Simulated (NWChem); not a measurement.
System: CH6FNSi2; SMILES F[SiH2]/N=C\[SiH3]

NWChem input:

```
start job
memory heap 200 mb stack 900 mb global 1100 mb
geometry units angstroms noautosym nocenter noautoz
  F      1.362968     1.469690     0.000598
  Si    -0.255468     1.683081    -0.003985
  N     -1.199114     0.249550    -0.000575
  C     -1.094312    -1.010948     0.001687
  Si     0.503321    -2.070110     0.005308
  H     -0.597268     2.418435    -1.247116
  H     -0.602712     2.428403     1.231628
  H     -2.041384    -1.597815     0.001884
  H      0.478372    -2.941603     1.220177
  H      0.477648    -2.951038    -1.202708
  H      1.708041    -1.196996     0.001558
end
basis spherical
  * library pcsseg-1
end
dft
  xc pbe0
  iterations 150
end
property
  shielding 9 1 2 3 4 5 6 8 9 11
end
task dft property
```

All runs use the structure optimised with PBE0/def2-SVP.

GIAO values for the isolated, static molecule; σ is the absolute isotropic shielding, δ = σ(reference) − σ with the isolated reference molecule computed at the same levels (13C: tetramethylsilane, 19F: trichlorofluoromethane, 1H: tetramethylsilane, 15N: ammonia, 29Si: tetramethylsilane).

Atoms are numbered as in the input.

### Question
What results follow from this input? (PBE0/pcSseg-1, GIAO.) Quantities: δ F1 (ppm); δ Si2 (ppm); δ N3 (ppm); δ C4 (ppm); δ H6 (ppm); δ H8 (ppm); δ H9 (rotor mean) (ppm).

### Answer
```
Property                 Result
-----------------------  ------
δ F1 (ppm)               -159.2
δ Si2 (ppm)               -32.1
δ N3 (ppm)                501.5
δ C4 (ppm)                206.6
δ H6 (ppm)                 5.47
δ H8 (ppm)                10.36
δ H9 (rotor mean) (ppm)    4.22
```
